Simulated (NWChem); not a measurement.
The numbers come from NWChem runs, not from measurements. System: C4H10O, charge 1, spin multiplicity 2, at the geometry of a parent with another charge or spin, in a state set for the comparison that need not be this species' ground state. Its SCF solution wasn't tested for a lower state. Level: UMP2/def2-SVP, 5 core orbitals frozen.

Input file:

```
start mol
memory heap 200 mb stack 900 mb global 1100 mb
charge 1
geometry units angstroms nocenter noautoz noautosym
  C      2.299339     0.411398    -0.136823
  C      0.813146     0.671970    -0.065594
  O      0.173294    -0.490629     0.381102
  C     -1.204725    -0.369131     0.603267
  C     -2.037902    -0.353101    -0.667128
  H      2.688493     0.128540     0.852493
  H      2.511560    -0.413385    -0.833238
  H      2.836709     1.306794    -0.482857
  H      0.601486     1.514455     0.627164
  H      0.437500     0.983260    -1.061465
  H     -1.417187     0.536805     1.209047
  H     -1.488350    -1.237748     1.219052
  H     -3.111002    -0.351601    -0.421209
  H     -1.824837    -1.245198    -1.275572
  H     -1.839873     0.536285    -1.284562
end
basis spherical
  * library def2-svp
end
scf
  uhf
  nopen 1
  maxiter 100
  thresh 1e-7
  semidirect memsize 60000000 filesize 0
  # guess.movecs holds the orbitals of an unrestricted PBE0 run
  vectors input guess.movecs output mol.movecs
end
mp2
  freeze core 5
end
task mp2 energy
```

Part of the output:

```
             Northwest Computational Chemistry Package (NWChem) 7.3.0
             --------------------------------------------------------

                                NWChem Input Module
                                -------------------

 Scaling coordinates for geometry "geometry" by  1.889725989
 (inverse scale =  0.529177249)

                             Geometry "geometry" -> ""
                             -------------------------

 Output coordinates in angstroms (scale by  1.889725989 to convert to a.u.)

  No.       Tag          Charge          X              Y              Z
 ---- ---------------- ---------- -------------- -------------- --------------
    1 C                    6.0000     2.29933900     0.41139800    -0.13682300
    2 C                    6.0000     0.81314600     0.67197000    -0.06559400
    3 O                    8.0000     0.17329400    -0.49062900     0.38110200
    4 C                    6.0000    -1.20472500    -0.36913100     0.60326700
    5 C                    6.0000    -2.03790200    -0.35310100    -0.66712800
    6 H                    1.0000     2.68849300     0.12854000     0.85249300
    7 H                    1.0000     2.51156000    -0.41338500    -0.83323800
    8 H                    1.0000     2.83670900     1.30679400    -0.48285700
    9 H                    1.0000     0.60148600     1.51445500     0.62716400
   10 H                    1.0000     0.43750000     0.98326000    -1.06146500
   11 H                    1.0000    -1.41718700     0.53680500     1.20904700
   12 H                    1.0000    -1.48835000    -1.23774800     1.21905200
   13 H                    1.0000    -3.11100200    -0.35160100    -0.42120900
   14 H                    1.0000    -1.82483700    -1.24519800    -1.27557200
   15 H                    1.0000    -1.83987300     0.53628500    -1.28456200

 Effective nuclear repulsion energy (a.u.)     191.9577035214

            Nuclear Dipole moment (a.u.)
            ----------------------------
        X                 Y               Z
 ---------------- ---------------- ----------------
    -0.0000018897    -0.0000170075     0.0000018897


 Summary of "ao basis" -> "" (spherical)
 ------------------------------------------------------------------------------
       Tag                 Description            Shells   Functions and Types
 ---------------- ------------------------------  ------  ---------------------
 *                          def2-svp                  on all atoms

 Summary of "ao basis" -> "ao basis" (spherical)
 ------------------------------------------------------------------------------
       Tag                 Description            Shells   Functions and Types
 ---------------- ------------------------------  ------  ---------------------
 C                          def2-svp                 6       14   3s2p1d
 O                          def2-svp                 6       14   3s2p1d
 H                          def2-svp                 3        5   2s1p

                                 NWChem SCF Module
                                 -----------------

  ao basis        = "ao basis"
  functions       =   120
  atoms           =    15
  alpha electrons =    21
  beta  electrons =    20
  charge          =   1.00
  wavefunction    = UHF
  use symmetry    = F
  symmetry adapt  = F

 Summary of "ao basis" -> "ao basis" (spherical)
 ------------------------------------------------------------------------------
       Tag                 Description            Shells   Functions and Types
 ---------------- ------------------------------  ------  ---------------------
 C                          def2-svp                 6       14   3s2p1d
 O                          def2-svp                 6       14   3s2p1d
 H                          def2-svp                 3        5   2s1p

 Forming initial guess at       0.1s

 Starting SCF solution at       0.1s

 ----------------------------------------------
         Quadratically convergent UHF

 Convergence threshold     :          1.000E-07
 Maximum no. of iterations :          100
 Integral*density screening:          1.000E-09
 ----------------------------------------------

              iter       energy          gnorm     gmax       time
             ----- ------------------- --------- --------- --------
                 1     -231.6163118253  4.89D-01  6.49D-02      3.0
                 2     -231.6532611343  1.74D-01  1.82D-02      5.3
                 3     -231.6555603186  7.86D-03  1.71D-03      6.5
                 4     -231.6555847273  6.69D-05  1.07D-05      9.6
  ga_iter_lsolve: convergence stagnant ... aborting solve
                 5     -231.6555847282  1.10D-08  4.24D-09     15.1

       Final UHF  results
       ------------------

         Total SCF energy =   -231.655584728221
      One electron energy =   -684.195343143119
      Two electron energy =    260.582054893499
 Nuclear repulsion energy =    191.957703521398

                       Sz =      0.5000
                 Sz(Sz+1) =      0.7500
                      S^2 =      0.7633

        Time for solution =     15.0s

          Final alpha eigenvalues
          -----------------------

              1
    1  -20.9844
    2  -11.5191
    3  -11.5180
    4  -11.4315
    5  -11.4065
    6   -1.7764
    7   -1.2884
    8   -1.2060
    9   -1.1013
   10   -1.0701
   11   -1.0390
   12   -0.9390
   13   -0.9292
   14   -0.8215
   15   -0.8048
   16   -0.7544
   17   -0.7333
   18   -0.7282
   19   -0.7167
   20   -0.7029
   21   -0.6881
   22   -0.0064
   23    0.0277
   24    0.0328
[...]
   Bfn.  Coefficient  Atom+Function         Bfn.  Coefficient  Atom+Function
  ----- ------------  ---------------      ----- ------------  ---------------
    17      1.360520   2 C  s                92     -1.003017  10 H  s
    45      0.937382   4 C  s                87     -0.937871   9 H  s
    59      0.887297   5 C  s                97     -0.854601  11 H  s
   117     -0.600402  15 H  s                 3      0.570072   1 C  s
    22      0.558303   2 C  py              107     -0.436277  13 H  s

 Vector   23  Occ=0.000000D+00  E= 3.002703D-02
              MO Center= -2.5D-01, -2.0D-03,  2.9D-01, r^2= 1.0D+01
   Bfn.  Coefficient  Atom+Function         Bfn.  Coefficient  Atom+Function
  ----- ------------  ---------------      ----- ------------  ---------------
     3      1.579059   1 C  s                59     -1.412851   5 C  s
   102      1.074108  12 H  s                45     -1.031467   4 C  s
    87     -0.982488   9 H  s               112      0.713249  14 H  s
    17      0.704693   2 C  s               107      0.692024  13 H  s
    82     -0.670469   8 H  s                72     -0.665985   6 H  s

 center of mass
 --------------
 x =   0.01530388 y =  -0.04444046 z =   0.03668198

 moments of inertia (a.u.)
 ------------------
         161.870531054885        -137.169258683976         -19.455862344128
        -137.169258683976         728.943585097794          14.607671938460
         -19.455862344128          14.607671938460         734.180226745116

  Mulliken analysis of the total density
  --------------------------------------

    Atom       Charge   Shell Charges
 -----------   ------   -------------------------------------------------------
    1 C    6     6.09   1.99  0.85  0.26  2.06  0.89  0.04
    2 C    6     5.96   1.99  0.90  0.21  2.00  0.79  0.07
    3 O    8     8.09   1.99  1.13  0.72  2.75  1.49  0.02
    4 C    6     5.93   1.99  0.89  0.22  2.00  0.76  0.07
    5 C    6     6.12   1.99  0.85  0.28  2.05  0.92  0.04
    6 H    1     0.91   0.74  0.14  0.03
    7 H    1     0.91   0.74  0.14  0.03
    8 H    1     0.89   0.73  0.13  0.03
    9 H    1     0.86   0.73  0.10  0.03
   10 H    1     0.84   0.72  0.10  0.03
   11 H    1     0.86   0.73  0.11  0.03
   12 H    1     0.86   0.74  0.10  0.02
   13 H    1     0.87   0.73  0.12  0.03
   14 H    1     0.89   0.74  0.13  0.03
   15 H    1     0.91   0.75  0.14  0.03

  Mulliken analysis of the alpha density
  --------------------------------------

    Atom       Charge   Shell Charges
 -----------   ------   -------------------------------------------------------
    1 C    6     3.05   0.99  0.43  0.13  1.03  0.45  0.02
    2 C    6     2.92   0.99  0.44  0.10  0.98  0.37  0.04
    3 O    8     4.53   1.00  0.59  0.35  1.71  0.87  0.01
    4 C    6     2.91   0.99  0.44  0.11  0.98  0.36  0.04
    5 C    6     3.10   0.99  0.43  0.14  1.05  0.47  0.02
    6 H    1     0.45   0.37  0.07  0.01
    7 H    1     0.45   0.37  0.07  0.01
    8 H    1     0.45   0.37  0.07  0.01
    9 H    1     0.46   0.39  0.06  0.01
   10 H    1     0.46   0.39  0.06  0.01
   11 H    1     0.45   0.38  0.06  0.01
   12 H    1     0.44   0.37  0.05  0.01
   13 H    1     0.44   0.36  0.06  0.01
   14 H    1     0.44   0.37  0.06  0.01
   15 H    1     0.45   0.37  0.07  0.01

   Mulliken analysis of the beta density
   -------------------------------------

    Atom       Charge   Shell Charges
 -----------   ------   -------------------------------------------------------
    1 C    6     3.04   0.99  0.43  0.13  1.03  0.44  0.02
    2 C    6     3.04   0.99  0.46  0.11  1.03  0.42  0.03
    3 O    8     3.56   1.00  0.54  0.36  1.03  0.62  0.01
    4 C    6     3.02   0.99  0.45  0.12  1.02  0.40  0.03
    5 C    6     3.02   0.99  0.42  0.14  1.00  0.45  0.02
    6 H    1     0.45   0.37  0.07  0.01
    7 H    1     0.45   0.37  0.07  0.01
    8 H    1     0.45   0.37  0.07  0.01
    9 H    1     0.40   0.34  0.04  0.01
   10 H    1     0.38   0.33  0.04  0.01
   11 H    1     0.41   0.35  0.05  0.01
   12 H    1     0.43   0.37  0.05  0.01
   13 H    1     0.43   0.36  0.06  0.01
   14 H    1     0.45   0.37  0.06  0.01
   15 H    1     0.46   0.37  0.07  0.01

   Mulliken analysis of the spin density
   -------------------------------------

    Atom       Charge   Shell Charges
 -----------   ------   -------------------------------------------------------
    1 C    6     0.01   0.00  0.00  0.00  0.00  0.01 -0.00
    2 C    6    -0.12  -0.00 -0.01 -0.01 -0.05 -0.05  0.01
    3 O    8     0.96  -0.00  0.05 -0.01  0.68  0.25 -0.00
    4 C    6    -0.10  -0.00 -0.01 -0.01 -0.05 -0.04  0.01
    5 C    6     0.08   0.00  0.01 -0.00  0.05  0.01  0.00
    6 H    1    -0.00  -0.00  0.00 -0.00
    7 H    1    -0.00  -0.00  0.00  0.00
    8 H    1    -0.00  -0.00 -0.00  0.00
    9 H    1     0.06   0.04  0.01 -0.00
   10 H    1     0.08   0.06  0.02 -0.00
   11 H    1     0.04   0.03  0.01 -0.00
   12 H    1     0.01   0.01  0.00 -0.00
   13 H    1     0.00   0.00  0.00  0.00
   14 H    1    -0.00  -0.00 -0.00  0.00
   15 H    1    -0.00  -0.00 -0.00  0.00

       Multipole analysis of the density wrt the origin
       ------------------------------------------------

     L   x y z        total         alpha         beta         nuclear
     -   - - -        -----         -----         ----         -------
     0   0 0 0      1.000000    -21.000000    -20.000000     42.000000

     1   1 0 0     -0.442606     -0.264877     -0.177727     -0.000002
     1   0 1 0      0.376631      0.502786     -0.126138     -0.000017
     1   0 0 1      0.182017     -0.205603      0.387619      0.000002

     2   2 0 0    -13.528750   -207.979102   -206.611682    401.062034
     2   1 1 0      2.705623    -39.834914    -39.865177     82.405714
     2   1 0 1     -0.752130     -6.490485     -6.165205     11.903560
     2   0 2 0    -20.470786    -39.918038    -38.238049     57.685300
     2   0 1 1     -0.227821      3.856570      3.428847     -7.513238
     2   0 0 2    -20.385050    -39.183658    -37.376733     56.175341

                   NWChem MP2 Semi-direct Energy/Gradient Module
                   ---------------------------------------------

  Basis functions       =    120
  Molecular orbitals    =    120
  Frozen core           =      5
  Frozen virtuals       =      0
  Active alpha occupied =     16
  Active beta occupied  =     15
  Active alpha virtual  =     99
  Active beta virtual   =    100
  Use MO symmetry       = F
  Use skeleton AO sym   = F

  AO/Fock/Back tols     =   1.0D-09  1.0D-09  1.0D-09

 GA uses MA = F    GA memory limited = T

 Available:
  local mem=  1.26D+08
 global mem=  1.44D+08
 local disk=  0.00D+00
  mp2_memr nvloc                    99
  nvloc new                    99
   1 passes of  16:        3145728                      69768                  36759868.
   1 passes of  16: M    126140122           G      144150400           F     122994394.

 Semi-direct pass number   1 of   1  for UHF alpha       at       15.2s
  vrange nnbf                  6821
  mp2_eaftype                   140  avail_ma_in_mb                  1099
 EAF : mp2_eaftype filesize         140   18379934.
  mp2_eaf for mointskh                    140
Node 0 wrote     86.4 Mb in      0.2 s     Agg I/O rate:   424.9 Mb/s
 Done moints_semi at       23.1s
  mp2_eaftype                   140  avail_ma_in_mb                   959
 EAF : mp2_eaftype filesize         140   18379934.
  mp2_eaf for kh                   140
 Done maket at       24.0s
 Done multipass loop at       24.0s

 GA uses MA = F    GA memory limited = T

 Available:
  local mem=  1.26D+08
 global mem=  1.44D+08
 local disk=  0.00D+00
  mp2_memr nvloc                   100
  nvloc new                   100
   1 passes of  15:        3145728                      67626                  34811791.
   1 passes of  15: M    126140122           G      144150400           F     122994394.

 Semi-direct pass number   1 of   1  for UHF beta        at       24.0s
  vrange nnbf                  6821
  mp2_eaftype                   132  avail_ma_in_mb                  1099
 EAF : mp2_eaftype filesize         132   17405895.
  mp2_eaf for mointskh                    132
Node 0 wrote     81.9 Mb in      0.2 s     Agg I/O rate:   439.6 Mb/s
 Done moints_semi at       32.5s
  mp2_eaftype                   132  avail_ma_in_mb                   967
 EAF : mp2_eaftype filesize         132   17405895.
  mp2_eaf for kh                   132
 Done maket at       33.3s
 Done multipass loop at       33.3s

          -------------------------------------------
          SCF energy                -231.655584728221
          Correlation energy          -0.716894637386
          Singlet pairs                0.000000000000
          Triplet pairs                0.000000000000
          Total MP2 energy          -232.372479365607
          -------------------------------------------

          ---------------------------------------------------
                    Spin Component Scaled (SCS) MP2
          Same spin pairs                     -0.162631709394
          Same spin scaling factor             0.333333333333
          Opposite spin pairs                 -0.554262927992
          Opposite spin scaling fact.          1.200000000000
          SCS-MP2 correlation energy          -0.719326083389
          Total SCS-MP2 energy              -232.374910811610
          ---------------------------------------------------

 -----------------------
 Performance information
 -----------------------

 Timer overhead =  1.37D-07 seconds/call

               Nr. of calls         CPU time (s)                 Wall time (s)                GFlops
             ---------------    -------------------     ------------------------------   -------------------
Name         Min   Avg   Max    Min     Avg     Max     Min     Avg     Max   Mx/calls   Min     Max     Sum
mp2: moin     2     2     2    16.     16.     16.      16.     16.     16.     8.2      0.0     0.0     0.0
mp2: make     2     2     2    1.7     1.7     1.7      1.7     1.7     1.7    0.84      0.0     0.0     0.0
mp2: tota     1     1     1    18.     18.     18.      18.     18.     18.     18.      0.0     0.0     0.0

 The average no. of pstat calls per process was 5.00D+00
 with a timing overhead of 6.83D-07s

 Task  times  cpu:       33.2s     wall:       33.2s

 Total times  cpu:       33.3s     wall:       33.3s
```
